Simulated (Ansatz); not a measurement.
Geometry optimisation, UKS PBE0-D4/def2-SVPD in Ansatz.

Input:

```yaml
crystal:
  periodic: [false, false, false]
  atoms:
    - { symbol: F, position_ang: [-1.60997, -0.59107, 0.5524] }
    - { symbol: Si, position_ang: [-0.3141, -0.2426, -0.3033] }
    - { symbol: Br, position_ang: [-0.29096, -1.61678, -2.00046] }
    - { symbol: H, position_ang: [-0.3801, 1.1264, -0.8954] }
magnetization:
  spin_polarized: true
  initial_magnetization: 1
basis:
  gaussian: { orbitals: def2-SVPD }
hamiltonian:
  xc: pbe0
  dispersion: d4
relax:
  f_tol: 0.015
  max_steps: 40
```

Run as:

```bash
$ ansatz run input.yaml --threads 2 --pin off --max-ram 3072MiB --backend cpu --events-out ev --progress --plain --runs-dir out
```

Where does it end, and by what steps?

It converged. After 5 steps the energy has fallen by 0.068 eV; Br3 moved furthest, 0.07 Å.

```json
{"step": "0", "energy less start (eV)": "0.0000", "largest force component (eV/Å)": "1.451", "accepted": "yes"}
{"step": "1", "energy less start (eV)": "-0.0511", "largest force component (eV/Å)": "0.920", "accepted": "yes"}
{"step": "2", "energy less start (eV)": "-0.0672", "largest force component (eV/Å)": "0.208", "accepted": "yes"}
{"step": "3", "energy less start (eV)": "-0.0681", "largest force component (eV/Å)": "0.083", "accepted": "yes"}
{"step": "4", "energy less start (eV)": "-0.0682", "largest force component (eV/Å)": "0.054", "accepted": "yes"}
{"step": "5", "energy less start (eV)": "-0.0683", "largest force component (eV/Å)": "0.001", "accepted": "yes"}
```

```xyz
4
Properties=species:S:1:pos:R:3
F -1.627 -0.543 0.568
Si -0.283 -0.256 -0.324
Br -0.273 -1.665 -2.041
H -0.412 1.140 -0.849
```

Whether the end is a true minimum wasn't checked by a vibrational analysis.

Time of the run: 17 s on 2 threads of Intel(R) Xeon(R) Platinum 8488C (Sapphire Rapids), with other jobs on the host, peak memory 0.3 GiB.
